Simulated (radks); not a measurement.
Q: The mean radii <r> (bohr) of the occupied orbitals of an atom or ion are listed with their occupations. All-electron calculation, Dirac Kohn-Sham, BLYP, spin-unpolarised, spherical densities, finite nucleus; Fermi nuclear charge, rms radius of each element as measured or else 0.836 A^(1/3) + 0.57 fm. Program: a radial shooting solver on a logarithmic mesh with Libxc functionals.

orbital  occ.      <r>
1s1/2       2  0.01835
2s1/2       2  0.07696
2p1/2       2  0.06366
2p3/2       4  0.07162
3s1/2       2   0.2003
3p1/2       2   0.1903
3p3/2       4   0.2049
3d3/2       4   0.1793
3d5/2       6   0.1838
4s1/2       2   0.4345
4p1/2       2   0.4361
4p3/2       4   0.4635
4d3/2       4   0.4653
4d5/2       6   0.4735
4f5/2       5   0.4653

Name the element and its charge. Open shells, if any, fill j = l - 1/2 first.

A: Z = 74, tungsten, charge +23: W23+ in [Kr] 4d10 4f5. The 1s radius gives Z: for a bare nucleus <r> = (2 gamma + 1)/(2Z) with gamma = sqrt(1 - (Z/c)^2), 0.01813 bohr for Z = 74, and screening makes it slightly larger (0.01835 here). The occupations add up to 51, and the charge is Z minus that.
